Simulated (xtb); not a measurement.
Harmonic IR lines of one isomer of C$_{4}$H$_{7}$B, unscaled. Level of theory: GFN2-xTB run with xtb 6.7.1.

| wavenumber (cm⁻¹) | relative intensity |
|---|---|
| 790 | 26 |
| 820 | 6.6 |
| 839 | 66 |
| 892 | 10 |
| 949 | 3.6 |
| 1041 | 28 |
| 1213 | 44 |
| 1240 | 25 |
| 1293 | 5.6 |
| 1308 | 10 |
| 1602 | 83 |
| 2632 | 100 |
| 2664 | 87 |
| 3014 | 26 |
| 3057 | 45 |
| 3099 | 9.2 |
| 3130 | 24 |

**Question.** Say which structure gives these lines.
(A) `B/C=C/C=C`
(B) `B/C=C\C=C`
(C) `BC(=C)C=C`

**Answer.** A, `B/C=C/C=C`
